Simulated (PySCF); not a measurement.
HO4Re, triplet, at a GFN2-xTB geometry (such geometries of metal compounds can be far from the true shape) (the multiplicity is a formal guess) (core potentials on Re). Base run: PBE/def2-SV(P) run with PySCF.

PySCF was given this input:
```python
from pyscf import gto, scf, dft

mol = gto.Mole()
mol.atom = '''
    Re    0.01596475   -0.01455193   -0.11213261
    O     1.13316379    0.83995704   -0.98404227
    O     0.48841121   -0.31615502    1.61161311
    O    -0.48108850   -1.36603858   -0.92758806
    O    -1.15039449    0.86979573    1.09360555
    H    -1.11809237    0.87092139    2.06123907
'''
mol.basis = 'def2-sv(p)'
mol.ecp = {'Re': 'def2-sv(p)'}
mol.spin = 2
mol.verbose = 4
mol.build()

mf = dft.UKS(mol)
mf.xc = 'pbe'
mf.kernel()
mf.analyze()
```

Variants of this job, named by their change:

```csv
change,ΔE vs base (mEh),SCF cycles,<S^2>,outcome
base,0.000,15,2.004,converged
diis_space = 12,0.000,15,2.004,converged
diis = off; damp = 0.6 (with mf.diis_start_cycle = 200; with mf.max_cycle = 150),-,150,-,not converged
init_guess = 1e,0.000,20,2.004,converged
DIIS = ADIIS,0.000,30,2.004,converged
diis = off; damp = 0.3 (with mf.diis_start_cycle = 200; with mf.max_cycle = 150),-,150,-,not converged
conv_tol = 1e-4,0.015,10,2.004,converged
solver = newton,0.000,-,2.004,converged
init_guess = huckel,0.000,18,2.004,converged
conv_tol_grad = 1e-7,0.000,22,2.004,converged
solver = newton; init_guess = 1e,0.000,-,2.004,converged
conv_tol = 1e-6,0.000,13,2.004,converged
diis_space = 2,-,50,-,not converged
```

Open shells are given as the SCF converged; they aren't shown to be the lowest states, and a large step between rows can be another state.
